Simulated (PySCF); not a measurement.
# SbH: script and output

File input.py (PySCF 2.14):

```python
from pyscf import gto, dft

mol = gto.M(
    atom='Sb 0 0 0; H 0 0 1.685',
    basis='def2-svp',
    ecp={'Sb': 'def2-svp'},
    charge=0,
    spin=2,
    verbose=4,
)
mf = dft.UKS(mol, xc='hcth407')
mf.kernel()
mf.stability(internal=True, external=True)
mf.dip_moment()
print('orbital energies (hartree):', [e[max(0, n-3):n+3].round(4) for e, n in zip(mf.mo_energy, mol.nelec)])
```

```bash
$ OMP_NUM_THREADS=1 python input.py
```

Output (some set-up lines and the per-cycle HOMO/LUMO lines with their warnings removed):

```
PySCF version 2.14.0

[INPUT] verbose = 4
[INPUT] num. atoms = 2
[INPUT] num. electrons = 24
[INPUT] charge = 0
[INPUT] spin (= nelec alpha-beta = 2S) = 2
[INPUT] symmetry False subgroup None
[INPUT] Mole.unit = angstrom
[INPUT] Symbol           X                Y                Z      unit          X                Y                Z       unit  Magmom
[INPUT]  1 Sb     0.000000000000   0.000000000000   0.000000000000 AA    0.000000000000   0.000000000000   0.000000000000 Bohr   0.0
[INPUT]  2 H      0.000000000000   0.000000000000   1.685000000000 AA    0.000000000000   0.000000000000   3.184188519892 Bohr   0.0

nuclear repulsion = 7.22319041611869
number of shells = 13
number of NR pGTOs = 68
number of NR cGTOs = 31
basis = def2-svp
ecp = {'Sb': 'def2-svp'}

******** <class 'pyscf.dft.uks.UKS'> ********
method = UKS
initial guess = minao
damping factor = 0
level_shift factor = 0
DIIS = <class 'pyscf.scf.diis.CDIIS'>
diis_start_cycle = 1
diis_space = 8
diis_damp = 0
SCF conv_tol = 1e-09
SCF conv_tol_grad = None
SCF max_cycles = 50
direct_scf = True
direct_scf_tol = 1e-13
number electrons alpha = 13  beta = 11
XC library pyscf.dft.libxc version 7.0.0
    S. Lehtola, C. Steigemann, M. J.T. Oliveira, and M. A.L. Marques.,  SoftwareX 7, 1–5 (2018)
XC functionals = hcth407
    A. D. Boese and N. C. Handy.,  J. Chem. Phys. 114, 5497 (2001)
radial grids:
    Treutler-Ahlrichs [JCP 102, 346 (1995); DOI:10.1063/1.469408] (M4) radial grids

becke partition: Becke, JCP 88, 2547 (1988); DOI:10.1063/1.454033
pruning grids: <function nwchem_prune>
grids dens level: 3
symmetrized grids: False
atomic radii adjust function: <function treutler_atomic_radii_adjust>
small_rho_cutoff = 0
Set gradient conv threshold to 3.16228e-05
tot grids = 31768
init E= -216.367298732973

cycle= 1 E= -240.531058516356  delta_E= -24.2  |g|= 1.62  |ddm|= 6.93
cycle= 2 E= -240.76072344029  delta_E= -0.23  |g|= 1.32  |ddm|= 4.72
cycle= 3 E= -241.437549988288  delta_E= -0.677  |g|= 0.132  |ddm|= 2.36
cycle= 4 E= -241.444909430511  delta_E= -0.00736  |g|= 0.0785  |ddm|= 0.489
cycle= 5 E= -241.451500045692  delta_E= -0.00659  |g|= 0.00504  |ddm|= 0.179
cycle= 6 E= -241.451526771595  delta_E= -2.67e-05  |g|= 0.00124  |ddm|= 0.0219
cycle= 7 E= -241.451528279851  delta_E= -1.51e-06  |g|= 0.000127  |ddm|= 0.00628
cycle= 8 E= -241.451528299948  delta_E= -2.01e-08  |g|= 3.05e-05  |ddm|= 0.000382
cycle= 9 E= -241.451528301075  delta_E= -1.13e-09  |g|= 8e-06  |ddm|= 8.61e-05
cycle= 10 E= -241.451528301151  delta_E= -7.56e-11  |g|= 1.19e-06  |ddm|= 2.1e-05
Extra cycle  E= -241.451528301153  delta_E= -2.7e-12  |g|= 4.61e-07  |ddm|= 4.83e-06
converged SCF energy = -241.451528301153  <S^2> = 2.0061456  2S+1 = 3.0040942
uhf_internal: lowest eigs of H = [0.25789975 0.25790093 0.36313188]
<class 'pyscf.dft.uks.UKS'> wavefunction is stable in the internal stability analysis

WARN: QR decomposition removed 1 vectors.

uhf_real2complex: lowest eigs of H = [0.10968741 0.10968741 0.1857974 ]
<class 'pyscf.dft.uks.UKS'> wavefunction is stable in the real -> complex stability analysis
uhf_external: lowest eigs of H = [0.01676664 0.04107849 0.05608051]
Dipole moment(X, Y, Z, Debye): -0.00000,  0.00000, -0.08993
orbital energies (hartree): [array([-0.2879, -0.1991, -0.1991, -0.0133,  0.1453,  0.2331]), array([-1.2309, -0.4671, -0.2677, -0.158 , -0.158 , -0.0078])]
```

In short: E(SCF) = -241.451528 Eh, 10 cycles, ⟨S²⟩ = 2.006, μz(SCF) = -0.09 D, internal stable; real -> complex stable.

It ran on Arm Neoverse V2 (1 thread, shared host) in 7 s, peak memory 0.21 GiB.

The bond length is a typed value, not an optimised one. No search for the lowest solution was made.
